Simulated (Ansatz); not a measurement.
Molecule: Si₂H₄ (charge -1, doublet). 
Structure (B3LYP-D3(BJ)/def2-TZVP (Ansatz, a first-principles code) minimum search):
```xyz
6

Si     0.0214     1.0202     0.8466
H     -0.4079     1.9301    -0.3255
Si     0.0055    -0.8553    -0.6091
H      0.9433    -0.8527    -1.7961
H     -1.2979    -1.2384    -1.2746
H      0.3861    -2.1480     0.0702
```
Charge -1, spin multiplicity 2.

**Question.** Give the harmonic wavenumbers at B3LYP-D3(BJ)/def2-TZVP (Ansatz, finite differences of forces, unscaled).

**Answer.** 188, 374, 397, 425, 704, 922, 955, 960, 1889, 2023, 2041, 2071 cm⁻¹. Zero-point energy 18.5 kcal/mol.

**Question.** From these and the geometry, give the ideal-gas thermochemistry at 298.15 K and 1 atm (rigid rotor, harmonic oscillator).

**Answer.** Point group Cs, rotational symmetry number 1. Rotational constants 64.59, 5.4, 5.269 GHz. S(trans) 38.21, S(rot) 22.69, S(vib) 5.81, S(elec, spin only) 1.38, S 68.1 cal/(mol K). H(298) - H(0) 3.48 kcal/mol; G - E(el) 1.7 kcal/mol.
